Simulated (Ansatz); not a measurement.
Job for Ansatz (a first-principles code): R-CCSD(T)/def2-SVPD on GaH2I (SMILES [GaH2][I]) with ghost functions. Elements past Kr take the def2 small-core potentials; no spin–orbit coupling. The run froze 23 orbitals, filled d shells among them.

Ansatz 0.2 input:
```yaml
crystal:
  periodic: [false, false, false]
  atoms:
    - {symbol: Ga, position_ang: [-0.02731395, -1.20651865, 1.50893176]}
    - {symbol: I, position_ang: [-0.16180392, 1.06806160, 0.28493848]}
    - {symbol: H, position_ang: [1.39649928, -1.83709612, 1.48392398]}
    - {symbol: H, position_ang: [-1.41062723, -1.91961830, 1.66194848]}
basis:
  gaussian:
    orbitals: def2-SVPD
    ghost_atoms:
      - {symbol: O, position_ang: [0.00022537, -0.21345303, 3.45195495]}
      - {symbol: H, position_ang: [0.16470646, 0.71532049, 3.21998386]}
      - {symbol: H, position_ang: [-0.87118363, -0.23942086, 3.86946610]}
magnetization: {spin_polarized: false}
correlation: {method: ccsd_t, electrons: outside_noble_gas}
scf: {lower_state_search: off}
```

Output:

```
WARN ansatz: RAYON_NUM_THREADS=1 ignored (pool sized by the plan → 1); use --threads N
Functional definition: HF
these checks for a lower state are left out or cut short: stability, starts, cluster_reference, orbital_swaps, neighbouring_geometries, increment
integrals: 0.26 GiB planned
1256 factors; integrals over basis functions are off by at most 1.4e-3 eV
mean field: 0.47 GiB planned
mean field evaluation 1: about -60431.8703 eV, gradient 1.3e1 eV
mean field evaluation 2: about -60431.8767 eV, gradient 1.3e1 eV
mean field evaluation 4: about -60432.6340 eV, gradient 1.8e0 eV
mean field evaluation 8: about -60432.6466 eV, gradient 1.2e-1 eV
mean field -60432.64676175 eV, -2220.8588057751 hartree, gradient 2.9e-6 eV, S^2 0.000000; 0 other end points of the search recorded, 0 dependent functions left out
23 core orbitals not correlated
reference -60432.64676175 eV, -2220.8588057751 hartree; 6, 6 occupied and 99, 99 virtual orbitals, 1256 factors
second order -4.69622273 eV of doubles, -0.00000000 eV of singles
coupled cluster: 0.59 GiB planned
cycle   1  -5.21236577 eV  change   -5.2e-1 eV  update   6.4e-2
cycle   2  -5.39650083 eV  change   -1.8e-1 eV  update   2.1e-2
cycle   3  -5.42298613 eV  change   -2.6e-2 eV  update   9.3e-3
cycle   4  -5.42096730 eV  change    2.0e-3 eV  update   3.3e-3
cycle   5  -5.42006746 eV  change    9.0e-4 eV  update   1.3e-3
cycle   6  -5.42012685 eV  change   -5.9e-5 eV  update   4.9e-4
cycle   7  -5.42018019 eV  change   -5.3e-5 eV  update   1.6e-4
cycle   8  -5.42019606 eV  change   -1.6e-5 eV  update   5.9e-5
cycle   9  -5.42019320 eV  change    2.9e-6 eV  update   1.9e-5
cycle  10  -5.42018851 eV  change    4.7e-6 eV  update   5.7e-6
perturbative correction -0.14354805 eV, -0.0052752937 hartree
Total energy: -60438.21049832 eV, -2221.0632693228 hartree
Checks for a lower state left out: stability, starts, cluster_reference, orbital_swaps, neighbouring_geometries, increment
```

The run converged.

Cost: very roughly 7 core-seconds.
